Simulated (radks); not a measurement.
All-electron atom: Sn XVIII in [Ar] 3d10 4s2 4p3 (the NIST ground configuration). Calculated with a radial shooting solver on a logarithmic mesh with Libxc functionals: scalar-relativistic Kohn-Sham, SOGGA, spin-unpolarised, spherical densities, finite nucleus; Fermi nuclear charge, rms radius 4.6519 fm.

X-ray form factor f0, the Fourier transform of the density (f0(0) = 33):

| sin(theta)/lambda (1/angstrom) | f0 (electrons) |
|---|---|
| 0.05 | 32.900 |
| 0.1 | 32.602 |
| 0.15 | 32.120 |
| 0.2 | 31.470 |
| 0.25 | 30.677 |
| 0.3 | 29.767 |
| 0.4 | 27.714 |
| 0.5 | 25.526 |
| 0.6 | 23.374 |
| 0.8 | 19.535 |
| 1 | 16.404 |
| 1.25 | 13.225 |
| 1.5 | 10.661 |
| 2 | 7.283 |
